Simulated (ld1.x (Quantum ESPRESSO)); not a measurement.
## Re: from the effect back to the setting (TM)

Base potential:

Re (Z = 75), norm-conserving Troullier–Martins (Kleinman–Bylander form), made with ld1.x (Quantum ESPRESSO) 7.5 (PBE, fully relativistic). Core [Kr] 4d10 4f14 5s2, reference 5p6 5d5 6s1.5 6p0.5. Waves: 5p (bound): rc 1.40 bohr; 5d (bound): rc 1.50 bohr; 6s (bound): rc 1.85 bohr. Local part: the s channel. Core correction: none.

Open shells are filled in proportion to 2j + 1 (rel_dist='average').

Occupied shells without a wave of their own: 6p. They enter only through the test configuration that unscreens the potential.

Cutoffs, loose and tight: the cutoffs (Ry, on a coarse ladder) from which the occupation-weighted sum of valence levels, in a spherical-Bessel basis at the reference potential, stays within 10 and 1 mRy of its value at 400 Ry. They do not see the model core or the augmentation charge, which bear on the density cutoff. Test errors are all-electron minus pseudo excitation energies from the reference, over the configurations 5p6 5d5 6s2 6p0; 5p6 5d5 6s1 6p0; 5p6 5d5 6s0 6p0; 5p6 5d6 6s1 6p0; 5p6 5d3 6s0 6p0; 5p6 5d4 6s2 6p0; 5p6 5d6 6s0 6p0; variants that change the core or the reference have their own tests.

Only the p radius is moved:

| p radius (bohr) | cutoff, loose | cutoff, tight | bound ghosts | largest test error (meV) |
| --- | --- | --- | --- | --- |
| 0.92 | 260 Ry | over 300 Ry | none | +956 |
| 1.04 | 140 Ry | 230 Ry | none | +956 |
| 1.22 | 110 Ry | 160 Ry | none | +954 |
| 1.48 | 80 Ry | 110 Ry | none | +950 |
| 1.64 | 55 Ry | 90 Ry | none | +945 |
| 1.78 | 45 Ry | 80 Ry | none | +939 |
| 1.98 | 40 Ry | 70 Ry | none | +933 |
| 2.14 | 35 Ry | 70 Ry | none | +929 |

Q: One more run gave cutoff, loose: 90 Ry; cutoff, tight: 120 Ry; bound ghosts: none; largest test error (meV): +952. Which value of the p radius was used?

A: 1.38 bohr. The loose cutoff moves one way along this sweep, from 260 Ry at 0.92 to 35 Ry at 2.14 bohr, which places the run between 1.22 and 1.48 bohr.
